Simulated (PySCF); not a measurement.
Mg(H)(SMe) (CH₄MgS), SMILES C[S][MgH].

Geometry: B3LYP-D3(BJ)/def2-TZVP. The geometry has at least one imaginary mode, so it is a saddle point at that level.

Method: TDA-LC-ωPBE/def2-SVPD (PySCF).

Vertical excitations. Gas-phase values at a fixed geometry.

List the lowest excited states. (Estimate from the structure and the level; the computed values follow.)


```tsv
state	energy (eV)	λ (nm)	f	main pairs
S1	5.07	244	0.001	HOMO→LUMO 67 %, HOMO→LUMO+4 20 %
S2	5.26	236	0.055	HOMO→LUMO+2 88 %
S3	5.79	214	0.009	HOMO−1→LUMO 62 %, HOMO−1→LUMO+4 13 %, HOMO→LUMO+1 10 %
S4	5.99	207	0.013	HOMO→LUMO+1 44 %, HOMO−1→LUMO+2 25 %, HOMO−1→LUMO 12 %, HOMO→LUMO+5 7 %
S5	6.31	196	0.031	HOMO−1→LUMO+1 72 %, HOMO−1→LUMO+5 16 %
S6	6.45	192	0.378	HOMO−1→LUMO+2 59 %, HOMO→LUMO+1 26 %
S7	7.01	177	0.127	HOMO−2→LUMO 68 %
S8	7.05	176	0.003	HOMO→LUMO+7 24 %, HOMO→LUMO+6 21 %, HOMO→LUMO+11 18 %, HOMO→LUMO 14 %
S9	7.41	167	0.000	HOMO→LUMO+7 33 %, HOMO→LUMO+4 20 %, HOMO→LUMO+6 14 %, HOMO→LUMO+3 11 %
S10	7.57	164	0.248	HOMO−2→LUMO+1 69 %, HOMO−2→LUMO+5 12 %
T1	4.69	264	0	HOMO→LUMO 51 %, HOMO→LUMO+4 25 %
T2	4.91	253	0	HOMO→LUMO+2 81 %
T3	5.24	237	0	HOMO−1→LUMO+2 38 %, HOMO−1→LUMO 17 %, HOMO→LUMO+1 15 %
T4	5.35	232	0	HOMO−1→LUMO 43 %, HOMO−1→LUMO+2 19 %, HOMO−1→LUMO+4 17 %
```
Triplets are in the Tamm–Dancoff approximation.
